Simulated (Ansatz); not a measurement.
Geometry optimisation, Ansatz, RKS PBE0/def2-SVP.

Input file:

```yaml
crystal:
  periodic: [false, false, false]
  atoms:
    - { symbol: B, position_ang: [0.0, 0.0, 0.0] }
    - { symbol: O, position_ang: [0.0, 0.0, 1.41] }
    - { symbol: H, position_ang: [-0.9095, -0.2814, 1.7471] }
    - { symbol: O, position_ang: [1.2211, 0.0, -0.705] }
    - { symbol: H, position_ang: [1.5209, -0.9519, -0.8599] }
    - { symbol: O, position_ang: [-1.2211, 0.0, -0.705] }
    - { symbol: H, position_ang: [-1.7308, -0.8467, -0.4965] }
basis:
  gaussian: { orbitals: def2-SVP }
hamiltonian:
  xc: pbe0
relax:
  f_tol: 0.02
  max_steps: 40
output:
  orbitals: {}
```

Launched with:

```bash
$ ansatz run input.yaml --threads 1 --pin off --max-ram 2048MiB --backend cpu --events-out ev --progress --plain --runs-dir out
```

Q: Where does it end, and by what steps?

A: The run converged. After 7 steps the energy has fallen by 0.960 eV; H5 moved furthest, 0.70 Å.

| step | energy less start (eV) | largest force component (eV/Å) | accepted |
| --- | --- | --- | --- |
| 0 | 0.0000 | 2.127 | yes |
| 1 | -0.2172 | 2.732 | yes |
| 2 | -0.3830 | 2.122 | yes |
| 3 | -0.6482 | 1.041 | yes |
| 4 | -0.8274 | 0.712 | yes |
| 5 | -0.9468 | 0.210 | yes |
| 6 | -0.9579 | 0.161 | yes |
| 7 | -0.9596 | 0.014 | yes |

```xyz
7
Properties=species:S:1:pos:R:3
B 0.069 -0.272 0.100
O -0.096 -0.031 1.434
H -1.007 -0.027 1.734
O 1.342 -0.260 -0.372
H 1.362 -0.448 -1.315
O -0.954 -0.521 -0.784
H -1.835 -0.521 -0.405
```

Whether the end is a true minimum wasn't checked by a vibrational analysis.

Time of the run: 25 s on 1 thread of Intel(R) Xeon(R) Platinum 8259CL CPU @ 2.50GHz (Skylake/Cascade Lake) (shared host), peak memory 0.15 GiB.
